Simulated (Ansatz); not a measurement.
This geometry of BH₄NSSi (8 atoms, charge 0, multiplicity 1) is a first-order saddle point.

All numbers below come from Ansatz 0.2.0, RKS BHLYP-D4/def2-SVP.

```xyz
8
Properties=species:S:1:pos:R:3
N -0.531 1.361 -0.178
B -0.208 0.051 -0.429
Si 0.733 -1.703 0.379
S -0.272 -1.259 -1.552
H -1.015 1.941 -0.843
H -0.301 1.820 0.684
H 1.866 -0.749 0.493
H -0.273 -1.463 1.446
```

Which two structures does it join? (They come from a converged band through this point; their orientation in space is the band's.)

Bonds formed: B2–H7.

Initial state:

```xyz
8
Properties=species:S:1:pos:R:3
N -0.613 1.594 -0.276
B -0.198 0.280 -0.261
Si 0.626 -1.275 0.538
S -0.274 -1.093 -1.436
H -1.079 2.008 -1.065
H -0.476 2.218 0.498
H 2.080 -1.533 0.543
H -0.066 -2.199 1.460
```

Final state:

```xyz
8
Properties=species:S:1:pos:R:3
N -0.389 1.435 -0.209
B 0.014 0.115 -0.277
Si 1.020 -1.942 0.275
S -0.365 -1.221 -1.365
H -1.039 1.827 -0.868
H -0.062 2.081 0.486
H 0.877 -0.170 0.624
H -0.058 -2.125 1.333
```

How far does it lie above each of them?

1.46 eV above the first and 0.79 eV above the second. This is the barrier of this one path; another mechanism may lie lower.

Run time: 3.4 min on 2 threads of Arm Neoverse N1, on a shared host, peak memory 0.17 GiB.
